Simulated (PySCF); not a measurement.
Structure problem from calculated spectra and properties.

Elements present: C, H, N and O. Monoisotopic mass: 93.0215 u.

| Property | Result |
| --- | --- |
| 13C NMR | chemical shifts (computed TMS as zero) by class: 156.9 (1 C), 149.6 (1 C), 119.6 (1 C), 118.6 (1 C), 106.1 (1 C) ppm [GIAO B97-2/pcSseg-2] |
| Rotational structure | rotational constants A, B, C: 9.419, 1.961, 1.623 GHz [PBE0-D3(BJ)/def2-TZVP] |
| NMR, other nuclei | isotropic shieldings of nuclei other than C and H, by class: -51 (1 N), 23 (1 O) ppm [GIAO B97-2/pcSseg-2] |
| Dipole | 4.10 D [B97-2/pcSseg-2] |
| 1H NMR | chemical shifts (computed TMS as zero) by class: 7.96 (1 H), 7.54 (1 H), 6.83 (1 H) ppm [GIAO B97-2/pcSseg-2] |

Electronic properties: PySCF, gas phase, density fitting. Levels stand in brackets. Isolated species at its PBE0-D3(BJ)/def2-TZVP geometry, gas phase. NMR values are class means; diastereotopic atoms form classes of their own.

Task: Which formula fits the mass and the elements?

Result: C5H3NO (calculated 93.0215). No other formula that holds each of these elements comes within 0.0003 u with a fitting electron parity and a possible valence count.

Task: Give a SMILES that accounts for the data.

Result: Numbering: `[N:1]#[C:2][c:3]1[cH:4][cH:5][o:6][cH:7]1`. Its formula, C5H3NO, gives 5 degrees of unsaturation: 1 ring and 4 π bonds in the structure found (Kekulé form). 5 carbons fall into 5 classes; from least to most shielded: aromatic CH next to a ring oxygen [C7] (156.9 ppm), aromatic CH next to a ring oxygen [C5] (149.6 ppm), aromatic CH carbon [C4] (119.6 ppm), nitrile carbon [C2] (118.6 ppm), substituted aromatic carbon [C3] (106.1 ppm). Hydrogen classes from least to most shielded: 1 H on an aromatic CH next to a ring oxygen, C7 (7.96 ppm), 1 H on an aromatic CH next to a ring oxygen, C5 (7.54 ppm), 1 H on an aromatic CH carbon, C4 (6.83 ppm). The other shieldings belong to: -51 ppm, nitrile nitrogen [N1]; 23 ppm, furan-type oxygen [O6]. The optimised geometry has point group Cs and is an asymmetric top. Structure: `o1ccc(C#N)c1`. Computed isomers that give other values at the same levels: `N#Cc1ccco1` (13C chemical shifts (computed TMS as zero) by class: 153.2 (1 C), 134.5 (1 C), 129.3 (1 C), 117.6 (1 C), 117.4 (1 C) ppm). The assignments are read from this structure; whether some other isomer fits the data as well wasn't checked.
